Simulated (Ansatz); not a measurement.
Computed with Ansatz on PBE0-D4/def2-TZVP structures; ΔE is electronic, products minus reactants. CCSD(T)/CBS adds triple-zeta CCSD(T) − MP2 to the extrapolated MP2 energy (def2 sets, frozen cores). This one scheme is used for every species. DFT in def2-TZVPP. For Se outer-core shells are correlated without core-valence functions, which leaves a few kJ/mol of doubt a bond. Scalar relativity is left out up to krypton. Each species was taken in one conformer, which may not be the lowest.

Reaction (formal exchange of groups at the Se–B bond): `FB(F)[SeH]` + `F[SiH2]O[SiH3]` → `F[SiH]([SeH])O[SiH3]` + `FBF`

| level | ΔE (kJ/mol) |
| --- | --- |
| r2SCAN0-D4 | -15.5 |
| BHLYP-D4 | -18.9 |
| revPBE | -9.5 |
| r2SCAN | -12.4 |
| PBE0 | -12.3 |
| r2SCANh | -13.0 |
| CCSD/def2-SVP | -5.1 |
| MP2/CBS(def2) | -20.8 |

(1) What does CCSD(T)/CBS give? (Estimate.)

(2) What do rigid-rotor, harmonic-oscillator terms from PBE0-D4/def2-TZVP frequencies (298.15 K, 1 bar) make of the CCSD(T)/CBS value? (Best estimate.)

Largest T1 diagnostic among the species: 0.013.

Answers

(1) The calculation gave: -18.2 kJ/mol. The listed levels differ from it by 2.7, -0.7, 8.7, 5.8, 5.9, 5.2, 13.1, -2.6 kJ/mol.

(2) The calculation gave: ΔZPE = +0.3 kJ/mol, ΔH = -16.2 kJ/mol, ΔS = -2 J/(mol·K), ΔG = -15.6 kJ/mol. Modes under 50 cm⁻¹ make the entropy rough.

The D4 term adds −7.1 kJ/mol with B3LYP and −4.1 kJ/mol with PBE0; it sums over pairs of atoms, weighted by their polarisabilities, and B3LYP, whose exchange is more repulsive, gets the larger term. At CCSD(T), def2-SVP lies +13.2 kJ/mol from the extrapolated value and def2-TZVPP +5.1 kJ/mol.

B3LYP here is the variant with VWN-RPA as its local correlation; programs differ in this.
